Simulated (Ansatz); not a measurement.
Born–Oppenheimer molecular dynamics of CH4OSi2 (8 atoms, charge 0, multiplicity 1). It goes on from the last frame of an earlier run, with new velocities.

These are results of Ansatz 0.2.0, RKS PBE0-D4/def2-SVP, not measurements.

```
ensemble        : NVT, Langevin thermostat
time step       : 0.5 fs
steps asked     : 100
set temperature : 400 K
friction        : 0.01 /fs
seed            : 952685
```

First frame:

```xyz
8
Properties=species:S:1:pos:R:3
O -0.457 1.178 -1.395
C -0.280 0.449 -0.329
Si 0.561 0.378 1.187
Si -0.064 -1.345 0.016
H -0.069 2.012 -1.315
H 1.827 1.184 1.455
H 0.683 -2.236 -0.875
H -1.390 -2.137 0.332
```

(1) What does the run give?

(2) What happens to the structure?

(3) How do temperature and energy run in time?

Answers

(1) All steps were run.

| Item | Value |
| --- | --- |
| steps done | 100 |
| time covered | 50 fs |
| mean temperature over the second half | 392 K |
| spread of the potential energy over the second half | 10.3 meV per atom |
| mean potential energy of the second half above the start | -6.4 meV per atom |

A run of 0.05 ps of so small a system gives no equilibrium averages.

(2) The same pairs are bonded in the first frame and the last. Pairs count as bonded within 1.25 times the sum of covalent radii (0.12 Å more for H–H). The details hang on the random start.

(3) 
```tsv
time (fs)	T (K)	potential energy less start (eV)
0.0	350	0.000
4.0	438	0.000
8.0	540	-0.150
12.0	512	-0.123
16.0	406	-0.041
20.0	382	-0.053
24.0	209	0.051
28.0	197	0.107
32.0	226	0.058
36.0	355	-0.049
40.0	419	-0.073
44.0	486	-0.108
48.0	555	-0.115
```

The run took 4.9 min on 1 thread of Arm Neoverse V1, with other jobs on the host, peak memory 0.15 GiB.
